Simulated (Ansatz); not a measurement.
`N[SiH2]O[Si](N)(O)O` and `N[Si](N)(O)O` differ in one atom or group.

Ansatz, PBE0-D4/def2-TZVP geometries, multiplicity 1. Each molecule was computed in one conformer, which needn't be the lowest.

| property | `N[SiH2]O[Si](N)(O)O` |
| --- | --- |
| LUMO energy (PBE0/def2-TZVPP) / eV | 0.44 |
| HOMO–LUMO gap (PBE0/def2-TZVPP) / eV | 8.12 |
| HOMO–LUMO gap (PBE/def2-TZVPP) / eV | 5.77 |
| size of the dipole moment (ωB97M-V/def2-TZVPP) / D | 2.39 |
| LUMO energy (ωB97M-V/def2-TZVPP) / eV | 1.88 |
| HOMO energy (PBE/def2-TZVPP) / eV | -6.17 |

Problem. Give the same properties after the change, and the shifts. (Estimate.)

Solution. Ansatz gave: 
| property | `N[Si](N)(O)O` | shift |
| --- | --- | --- |
| LUMO energy (PBE0/def2-TZVPP) / eV | 0.76 | 0.32 |
| HOMO–LUMO gap (PBE0/def2-TZVPP) / eV | 7.89 | -0.23 |
| HOMO–LUMO gap (PBE/def2-TZVPP) / eV | 5.54 | -0.23 |
| size of the dipole moment (ωB97M-V/def2-TZVPP) / D | 0.28 | -2.11 |
| LUMO energy (ωB97M-V/def2-TZVPP) / eV | 2.15 | 0.27 |
| HOMO energy (PBE/def2-TZVPP) / eV | -5.63 | 0.54 |

With PBE0 the HOMO rises by 0.56 eV and the LUMO rises by 0.32 eV, so the gap narrows by about 0.24 eV. PBE moves the HOMO by 0.54 eV and ωB97M-V by 0.59 eV. Dipoles are sizes alone; their direction can turn.
